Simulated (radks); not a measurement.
Values are calculated unless marked as measured or tabulated.
Species: Ga. Configuration: [Ar] 3d10 4s2 5s1 (not the ground configuration).

Level of theory: scalar-relativistic Kohn-Sham, PBE, spin-unpolarised, spherical densities, finite nucleus; Fermi nuclear charge, rms radius 3.9973 fm (a radial shooting solver on a logarithmic mesh with Libxc functionals).

Energy parts (hartree):
| part | energy |
|---|---|
| total | -1943.82639 |
| kinetic | 1976.86633 |
| electron-nucleus | -4680.03528 |
| Hartree | 834.70402 |
| exchange-correlation | -75.36146 |

Orbitals (lengths in bohr, moments of r in powers of bohr; <r^-3> diverges for s and p1/2; r(max) is where P^2 peaks; r(90%) holds 90 % of the orbital's charge):
| orbital | occ. | eigenvalue (hartree) | r(90%) | r(max) | <r^-3> |
|---|---|---|---|---|---|
| 1s | 2 | -376.0884 | 0.0868 | 0.03179 | - |
| 2s | 2 | -46.53571 | 0.337 | 0.1824 | - |
| 2p | 6 | -40.52838 | 0.312 | 0.1465 | 890.7 |
| 3s | 2 | -5.59034 | 0.976 | 0.5645 | - |
| 3p | 6 | -3.78004 | 1.05 | 0.5669 | 117.6 |
| 3d | 10 | -0.85057 | 1.39 | 0.5335 | 11.70 |
| 4s | 2 | -0.44764 | 3.37 | 1.853 | - |
| 5s | 1 | -0.06211 | 10.5 | 6.520 | - |

The highest occupied level is 5s at -1.690 eV. The density falls to 0.001 e/bohr^3 at r = 3.91 bohr. Summed over all electrons, <r^2> = 84.18 bohr^2, which gives a Langevin (diamagnetic) susceptibility term of -66.7 x 10^-6 cm^3/mol.
